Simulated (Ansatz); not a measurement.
Energy difference R1 + R2 → P1 + P2, each structure at its B3LYP-D3(BJ)/def2-TZVP stationary point, reached from a drawn start (curvature not checked).
R1: SiH4 (SMILES [SiH4]), charge 0, multiplicity 1.
R2, H4OSi (SMILES O[SiH3]) (charge 0, multiplicity 1):
```xyz
6

O      1.17126    -0.39072    -0.34243
Si    -0.39870     0.01898    -0.02735
H      1.86261    -0.02169     0.21186
H     -0.80649    -0.38922     1.34009
H     -1.21043    -0.69870    -1.02929
H     -0.61825     1.48145    -0.15277
```
P1: H6OSi2 (SMILES [SiH3]O[SiH3]), charge 0, multiplicity 1.
P2: H2 (SMILES [H][H]), charge 0, multiplicity 1.

P less R. No zero-point or thermal terms.

Frozen-core correlation throughout.

Codes used: Ansatz (an electronic-structure program) with Gaussian orbitals. All values are computed, each at the level named.

**Question.** Predict the reaction energy from SVWN5/def2-TZVPP.

**Answer.** -16.4 kcal/mol

**Question.** Give the reaction energy at the level BLYP/def2-TZVPP.

**Answer.** -17.2 kcal/mol

**Question.** What reaction energy does CCSD/cc-pV(T+d)Z give?

**Answer.** -19.6 kcal/mol
